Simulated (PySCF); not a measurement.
A side-by-side comparison of computed properties.

First species: C₅H₅Cl.
Numbering: `[Cl:1][C:2]1=[CH:3][CH:4]=[CH:5][CH2:6]1` (hydrogens: H7 on C3; H8 on C4; H9 on C5; H10, H11 on C6)

Cartesian coordinates in Å at the GFN2-xTB level; atoms count from 1:
```
atom  x, y, z in Å
Cl1   -2.5698    1.1240    0.2039
C2    -0.9720    0.5415    0.0199
C3     0.0618    1.1625   -0.5689
C4     1.2155    0.2937   -0.4886
C5     0.8854   -0.8419    0.1413
C6    -0.5547   -0.7991    0.5335
H7     0.0578    2.1338   -1.0263
H8     2.1794    0.5540   -0.8862
H9     1.5214   -1.6802    0.3548
H10   -1.1303   -1.6062    0.0771
H11   -0.6892   -0.8794    1.6136
```

Second species: C₆H₁₁N₃Si.
Cartesian coordinates in Å at the GFN2-xTB level; atoms count from 1:
```
atom  x, y, z in Å
C1    -1.703    1.734   -0.544
Si2   -0.894    0.112    0.015
C3    -1.565   -1.393   -0.949
C4    -1.077   -0.170    1.894
C5     0.978    0.212   -0.350
C6     1.889   -0.806   -0.069
C7     3.208   -0.550   -0.404
N8     3.562    0.603   -0.960
N9     2.667    1.504   -1.195
N10    1.422    1.339   -0.911
H11   -1.554    1.901   -1.606
H12   -1.278    2.585   -0.022
H13   -2.773    1.725   -0.354
H14   -1.403   -1.282   -2.017
H15   -2.633   -1.508   -0.790
H16   -1.088   -2.318   -0.640
H17   -2.124   -0.236    2.174
H18   -0.638    0.646    2.460
H19   -0.595   -1.089    2.215
H20    1.581   -1.736    0.384
H21    4.008   -1.259   -0.236
```

Levels: PBE0/pcSseg-1 for dipole moment, HOMO energy, LUMO energy and HOMO–LUMO gap; GFN2-xTB for rotational constant A and rotational constant C. Geometries: GFN2-xTB. All species are isolated and taken at one optimised geometry, non-relativistic unless stated. Electronic properties by PySCF.

The conformers computed, where there is a choice (atom-mapped SMILES and torsion angles):
- `[CH3:1][Si:2]([CH3:3])([CH3:4])[c:5]1[cH:6][cH:7][n:8][n:9][n:10]1`: C1–Si2–C5–C6 180°

| property | column X | column Y |
| --- | --- | --- |
| dipole moment | 5.18 D | 1.45 D |
| HOMO energy | -6.92 eV | -6.38 eV |
| LUMO energy | -1.79 eV | -0.87 eV |
| HOMO–LUMO gap | 5.13 eV | 5.51 eV |
| rotational constant A | 2.058 GHz | 8.441 GHz |
| rotational constant C | 0.667 GHz | 1.646 GHz |

Question: Which column belongs to which species?

Answer: Column X is the second species and column Y the first. The first has 11 atoms and 52 electrons, the second 21 and 82.

Question: How does each property change from the first species to the second?

Answer: dipole moment +3.73 D; HOMO energy -0.54 eV; LUMO energy -0.92 eV; HOMO–LUMO gap -0.38 eV; rotational constant A -6.383 GHz; rotational constant C -0.979 GHz.

On the first: The dipole equals about 4.8 × 10⁻³⁰ C·m (1 D = 3.33564 × 10⁻³⁰ C·m).

On the second: A dipole of 5.18 D is allowed in Cs, and pure rotational transitions are dipole-allowed. The dipole matches unit charges of opposite sign 1.08 Å apart (1 e·Å = 4.8032 D).
